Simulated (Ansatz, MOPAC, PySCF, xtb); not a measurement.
Pair of molecules: HF (SMILES F) (first 2 atoms) with CH4O (SMILES CO); geometry from B3LYP-D3(BJ)/def2-TZVP, rigid monomers moved along the line of their centres of mass till H2···O4 is 2.95 Å.
(charge 0, multiplicity 1):
```xyz
8

F      0.085     0.013     0.236
H     -0.216    -0.060     1.134
C      0.470     0.431     4.827
O     -0.600    -0.129     4.054
H      0.198     0.483     5.884
H      0.629     1.438     4.450
H      1.391    -0.143     4.708
H     -0.775    -1.028     4.349
```

Monomers are frozen at their geometry in the pair; levels with a basis set take the counterpoise correction. Rows marked so take none.

Correlated levels freeze the cores. CBS(a, b) extrapolates the correlation energy as X⁻³ and adds the Hartree–Fock energy of set b. Rows in 6-311+G**, 6-31G* carry no dispersion term and start afresh at each structure (6-31G* with six Cartesian d functions). MP2/6-31G* freezes PySCF's default core. The state that AM1 reach isn't checked.

Programs: Ansatz (Gaussian orbitals); MOPAC for AM1 (differences of heats of formation); PySCF for 6-311+G** rows, 6-31G* rows; xtb for the GFN methods. 

```
level                                                     interaction energy (meV)
--------------------------------------------------------  ------------------------
GFN-FF                                                                      -126.4
AM1                                                                          -70.7
GFN1-xTB                                                                     -98.7
r2SCAN/def2-TZVPPD                                                          -130.7
B3LYP/6-311+G** (no counterpoise)                                              [?]
MP2/6-31G* (no counterpoise)                                                   [?]
SCS-MP2/aug-cc-pVTZ                                                         -132.5
CCSD(T)/aug-cc-pVDZ                                                         -133.1
MP2/CBS(aug-cc-pVDZ, aug-cc-pVTZ) + ΔCCSD(T)/aug-cc-pVDZ                    -135.5
```

Q: Some entries are withheld; supply them.

A: 
- B3LYP/6-311+G** (no counterpoise), interaction energy (meV): -150.4
- MP2/6-31G* (no counterpoise), interaction energy (meV): -171.2

Ansatz is an electronic-structure program.
